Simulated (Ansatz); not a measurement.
`CBBN` + PH₃ → `CBP` + `BN` at 700 K and 1 bar (cleavage of the B–B bond).

Gas-phase electronic energies from Ansatz, PBE0-D4/def2-TZVP geometries. CCSD(T)/CBS is the MP2 limit (def2-TZVPP, def2-QZVPP) plus CCSD(T) − MP2 in def2-TZVPP, frozen cores. This one scheme is used for every species. One conformer a species, not always the lowest.

| species | CCSD(T)/CBS energy (Eh) | H − E (kJ/mol) | S (J/(mol·K)) |
| --- | --- | --- | --- |
| `CBBN` | -146.57531 | 304.6 | 427.6 |
| PH₃ | -342.72256 | 91.5 | 248.3 |
| `CBP` | -407.38441 | 235.4 | 389.6 |
| `BN` | -81.93499 | 163.7 | 282.2 |

H − E and S are ideal-gas, rigid-rotor, harmonic terms from PBE0-D4/def2-TZVP, for one conformer and one mirror image of each species. 1 Eh = 2625.50 kJ/mol, R = 8.31446 J/(mol·K).

Question: By hand: ΔE, ΔH, ΔS and ΔG.

Answer: ΔE = (-407.38441) + (-81.93499) − (-146.57531) − (-342.72256) = -0.02153 Eh = -56.5 kJ/mol. Δ(H − E) = 235.4 + 163.7 − 304.6 − 91.5 = 3.0, so ΔH = -53.5 kJ/mol. ΔS = 389.6 + 282.2 − 427.6 − 248.3 = -4.1 J/(mol·K). ΔG = -53.5 − 700 × (-4.1)/1000 = -50.6 kJ/mol.

Question: By hand: the equilibrium constant, and the temperature at which ΔG would vanish if ΔH and ΔS stayed fixed.

Answer: log₁₀ K = −ΔG/(RT ln 10) = 3.8. ΔG = 0 at ΔH/ΔS = 13049 K, far beyond where these terms or the molecules hold.

The number of gas molecules stays the same, so ΔS is small and ΔH decides. A doubt of 5 kJ/mol in ΔE shifts log₁₀ K by 0.4 here. Other conformers and mirror images would add mixing entropy, several J/(mol·K) or more a flexible species. These are equilibria of isolated gas molecules and say nothing of rates. Largest T1 diagnostic: 0.015 (customary marks: 0.02 for closed shells, 0.045 for open ones).
